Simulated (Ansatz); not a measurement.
Reaction (isomerisation): `F[SiH2]C[SiH3]` → `C[SiH](F)[SiH3]`

Isolated molecules relaxed with PBE0-D4/def2-TZVP in Ansatz; ΔE leaves out vibrations. CCSD(T)/CBS is the MP2 limit (def2-TZVPP, def2-QZVPP) plus CCSD(T) − MP2 in def2-TZVPP, frozen cores. DFT in def2-TZVPP. B3LYP here is the variant with VWN-RPA as its local correlation; programs differ in this. HSE06 is defined as in plane-wave codes. One conformer a species, not always the lowest.

`F[SiH2]C[SiH3]`:

Z-matrix (Å, degrees):
```
Si
C 1 1.852
F 1 1.604 2 109.9
H 1 1.484 2 111.0 3 118.5
H 1 1.484 2 111.0 3 -118.5
Si 2 1.876 1 114.8 3 179.8
H 2 1.096 1 108.9 3 -58.6
H 2 1.096 1 108.9 3 58.1
H 6 1.487 2 110.3 1 59.9
H 6 1.486 2 110.5 1 180.0
H 6 1.487 2 110.3 1 -59.9
```

`C[SiH](F)[SiH3]`:

Z-matrix (Å, degrees):
```
C
Si 1 1.860
H 1 1.092 2 111.3
H 1 1.094 2 110.0 3 -119.9
H 1 1.093 2 110.6 3 120.7
F 2 1.611 1 108.7 3 -62.3
Si 2 2.346 1 112.5 3 57.7
H 2 1.489 1 110.1 3 -178.9
H 7 1.487 2 111.3 1 -179.0
H 7 1.488 2 110.7 1 -57.7
H 7 1.490 2 108.9 1 61.3
```

```csv
level,ΔE (kcal/mol),difference from CCSD(T)/CBS
LDA (SPW92),-0.3,-3.0
PBE-D4,-1.1,-3.8
revPBE-D4,-0.7,-3.4
BLYP-D4,0.5,-2.2
r2SCAN-D4,1.0,-1.7
B97M-V,0.4,-2.3
B3LYP-D4,1.3,-1.4
r2SCANh-D4,1.3,-1.4
r2SCAN0-D4,1.7,-1.0
HSE06-D4,0.1,-2.6
BHLYP-D4,2.5,-0.2
CAM-B3LYP-D4,2.1,-0.6
ωB97X-V,1.8,-0.9
ωB97M-V,3.3,0.6
B2PLYP,2.3,-0.4
PBE-QIDH,2.3,-0.4
PBE,-1.2,-3.9
revPBE,-1.6,-4.3
BLYP,0.0,-2.7
PBE0,0.0,-2.7
B3LYP,1.0,-1.7
r2SCANh,1.3,-1.4
r2SCAN0,1.7,-1.0
HSE06,0.0,-2.7
BHLYP,2.5,-0.2
CAM-B3LYP,2.1,-0.6
LC-ωPBE,1.4,-1.3
MP2/def2-SVP,4.0,1.3
CCSD/def2-SVP,2.7,0.0
CCSD(T)/def2-SVP,2.6,-0.1
HF/def2-TZVPP,3.8,1.1
MP2/def2-TZVPP,4.5,1.8
SCS-MP2/def2-TZVPP,4.4,1.7
CCSD/def2-TZVPP,2.9,0.2
CCSD(T)/def2-TZVPP,2.8,0.1
HF/def2-QZVPP,4.0,1.3
SCS-MP2/def2-QZVPP,4.4,1.7
HF/CBS(def2),4.0,1.3
MP2/CBS(def2),4.4,1.7
CCSD/CBS(def2),2.8,0.1
CCSD(T)/CBS,2.7,0
```

Task: What do rigid-rotor, harmonic-oscillator terms from PBE0-D4/def2-TZVP frequencies (298.15 K, 1 bar) make of the CCSD(T)/CBS value? (An estimate is asked.)

Result: Ansatz gave: ΔZPE = +0.7 kcal/mol, ΔH = +3.7 kcal/mol, ΔS = 3 J/(mol·K), ΔG = +3.5 kcal/mol. Modes under 50 cm⁻¹ make the entropy rough.

Largest T1 diagnostic among the species: 0.012.

From BLYP to BHLYP (50 % exact exchange), in def2-TZVPP and without D4, ΔE moves by +2.4 kcal/mol. Leaving LDA and LC-ωPBE aside and taking each functional with its dispersion term where it has one, the values spread over 4.3 kcal/mol, from PBE-D4 to ωB97M-V. LDA lies +0.9 kcal/mol from PBE without D4.

CCSD(T)/CBS has its own doubt, a few kJ/mol and more with outer-core shells, so smaller differences from it don't rank the levels.
